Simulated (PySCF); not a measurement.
2,3'-bithiophene, C₈H₆S₂.
Numbering: `[cH:1]1[cH:2][s:3][c:4](-[c:5]2[cH:6][cH:7][s:8][cH:9]2)[cH:10]1` (hydrogens: H11 on C1; H12 on C2; H13 on C6; H14 on C7; H15 on C9; H16 on C10)

Torsions of this conformer, `[cH:1]1[cH:2][s:3][c:4](-[c:5]2[cH:6][cH:7][s:8][cH:9]2)[cH:10]1`: S3–C4–C5–C6 0°.

The closed-shell ground state was solved at several levels (PySCF, density fitting, gas phase, non-relativistic). Geometry: PBE0-D3(BJ)/def2-SVP, one conformer, isolated molecule.

```tsv
level	basis functions	HOMO (eV)	LUMO (eV)	gap (eV)	dipole (D)
PBE0/pcSseg-1	214	-6.13	-1.16	4.97	0.34
CAM-B3LYP/def2-SVPD	262	-7.24	-0.17	7.07	0.41
```

(1) Estimate the row for wB97X-D/pcSseg-1, a basis of 214 functions; the other rows only guide the guess.

(2) Over all these levels, which gives the widest orbital gap and which the narrowest?

(3) How far do the dipole and the HOMO energy spread over the levels?

Results:

(1) HOMO -7.83 eV, LUMO 0.47 eV, gap 8.30 eV, dipole 0.39 D.

(2) wB97X-D/pcSseg-1 (range-separated hybrid) has the widest, 8.30 eV, and PBE0/pcSseg-1 (global hybrid, 25 % exact exchange) the narrowest, 4.97 eV. The two share the basis. From the narrowest to the widest the HOMO moves by -1.70 eV and the LUMO by +1.63 eV.

(3) The dipole runs from 0.34 to 0.41 D (mean 0.38 D) and the HOMO from -7.83 to -6.13 eV.
